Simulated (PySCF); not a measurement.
Compound: C₉H₁₁N.
SMILES with atom numbers: `[CH2:1]=[CH:2][c:3]1[cH:4][cH:5][cH:6][c:7]([NH:8][CH3:9])[cH:10]1`

Geometry (PBE0-D3(BJ)/def2-SVP, Å), atoms numbered from 1 in this order:
```
atom  x, y, z in Å
C1     3.1739    1.3454   -0.3644
C2     1.8422    1.3823   -0.4919
C3     0.8813    0.3581   -0.0598
C4     1.2724   -0.8311    0.5722
C5     0.3035   -1.7559    0.9501
C6    -1.0466   -1.5250    0.7169
C7    -1.4653   -0.3381    0.0851
N8    -2.8016   -0.1035   -0.1252
C9    -3.2950    0.9985   -0.8936
C10   -0.4805    0.5883   -0.2993
H11    3.7954    2.1694   -0.7220
H12    3.6953    0.5021    0.0963
H13    1.3931    2.2628   -0.9661
H14    2.3261   -1.0346    0.7685
H15    0.6060   -2.6840    1.4418
H16   -1.7931   -2.2617    1.0269
H17   -3.4154   -0.8953   -0.0045
H18   -3.0264    1.9650   -0.4333
H19   -2.9181    1.0116   -1.9357
H20   -4.3915    0.9511   -0.9326
H21   -0.7710    1.5159   -0.7958
```

NICS = −σ at a ghost point: NICS(0) at the centroid of the ring atoms, NICS(1) 1 Å to either side along the normal of their mean plane, zz for the tensor component along that normal. Level: GIAO HF/pcSseg-1 (PySCF, non-relativistic, gas phase) on the PBE0-D3(BJ)/def2-SVP geometry, one conformer.

Ring bond lengths (Å): C3–C4 1.402, C4–C5 1.392, C5–C6 1.389, C6–C7 1.408, C7–C10 1.406, C10–C3 1.402.

Give the NICS values of each ring in ppm.

```
              ring                                              type  NICS(0)  NICS(1), two faces  NICS(1)zz, two faces  rms pucker (Å)  centre to ring atoms, mean (Å)
C3–C4–C5–C6–C7–C10  6-membered carbocycle; formal bonds all aromatic     -9.5       -11.1 / -11.3         -26.3 / -26.5            0.00                            1.40
```

What do they say, and how far can they be read as aromaticity?

- C3–C4–C5–C6–C7–C10: mean NICS(1)zz -26.4 ppm, shielded. The ring is flat and has no four-coordinate atom; by the NICS criterion it is aromatic.

How equal are the bonds by HOMA? HOMA = 1 − mean of α(R − Ropt)² over the ring bonds, with Krygowski's 1993 parameters (CC: Ropt 1.388 Å, α 257.7 Å⁻²).

- C3–C4–C5–C6–C7–C10: HOMA 0.95 = 1 − EN − GEO, with mean bond length 1.400 Å, EN = α(Ropt − mean)² = 0.036 and GEO = α × variance = 0.013. The geometric and the magnetic index point the same way.

What field does 11.7 T along the ring normal induce along that normal at the second NICS(1) probe listed for ring C3–C4–C5–C6–C7–C10, 1 Å off the ring?

NICSzz × B0 = -26.5 ppm × 11.7 T = -310 μT, against the applied field.

Give the inner angles of the rings.

- C3–C4–C5–C6–C7–C10: C3 119.2°, C4 119.5°, C5 121.4°, C6 120.3°, C7 118.0°, C10 121.7°; sum 720.0° against 720° for a flat convex ring.

How do the values depend on the level or the medium?

```
                                 level  NICS(0), C3–C4–C5–C6–C7–C10  mean NICS(1)zz, C3–C4–C5–C6–C7–C10
                      HF/pcSseg-1, gas                         -9.5                               -26.4
                    PBE0/pcSseg-1, gas                         -7.7                               -22.8
        PBE0/pcSseg-1, IEF-PCM acetone                         -7.2                               -22.4
PBE0/pcSseg-1, IEF-PCM dichloromethane                         -7.3                               -22.4
```

The geometry is the same throughout; the continuum's cavity takes Bondi-type radii × 1.2.
